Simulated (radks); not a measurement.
Values are calculated unless marked as measured or tabulated.
Dispersion coefficients C6 (hartree bohr^6) between ground-configuration atoms and ions, from the Casimir-Polder integral (3/pi) of alpha_A(iw) alpha_B(iw). Level of theory: non-relativistic Kohn-Sham, PBE, spin-polarised, spherical densities, point nucleus; open shells are filled with parallel spins first (spin-orbit coupling, left out, can overturn this in heavy ions) (a radial shooting solver on a logarithmic mesh with Libxc functionals). Response by self-consistent Sternheimer equations with the Hartree and adiabatic LDA kernel.

\begin{tabular}{lrrrrrrrrr}
C6 & Ar+ & P2+ & Ag+ & Ca+ & Si+ & Li & C+ & He & Sb+ \\ \hline
Ar+ & 31.88 &  &  &  &  &  &  &  &  \\
P2+ & 31.43 & 32.68 &  &  &  &  &  &  &  \\
Ag+ & 43.59 & 42.85 & 60.11 &  &  &  &  &  &  \\
Ca+ & 94.39 & 108.3 & 131.5 & 510.6 &  &  &  &  &  \\
Si+ & 52.09 & 56.24 & 71.16 & 203.6 & 99.60 &  &  &  &  \\
Li & 103.7 & 126.2 & 146.0 & 711.6 & 248.3 & 1077 &  &  &  \\
C+ & 21.03 & 21.71 & 28.69 & 71.58 & 37.22 & 83.17 & 14.44 &  &  \\
He & 7.448 & 7.273 & 10.21 & 21.58 & 11.98 & 23.49 & 4.873 & 1.744 &  \\
Sb+ & 80.08 & 84.25 & 109.8 & 293.3 & 146.8 & 350.6 & 55.93 & 18.52 & 219.0 \\
\end{tabular}

Static polarisabilities (bohr^3): Ar+ ([Ne] 3s2 3p5) 7.073, P2+ ([Ne] 3s2 3p1) 9.112, Ag+ ([Kr] 4d10) 10.21, Ca+ ([Ar] 4s1) 72.74, Si+ ([Ne] 3s2 3p1) 18.97, Li ([He] 2s1) 137.7, C+ ([He] 2s2 2p1) 6.016, He ([He]) 1.593, Sb+ ([Kr] 4d10 5s2 5p2) 26.34. The combination rule 2 Ca Cb / ((alpha_b/alpha_a) Ca + (alpha_a/alpha_b) Cb) gives 51.78 for Si+-Ar+, against 52.09 from the integral.
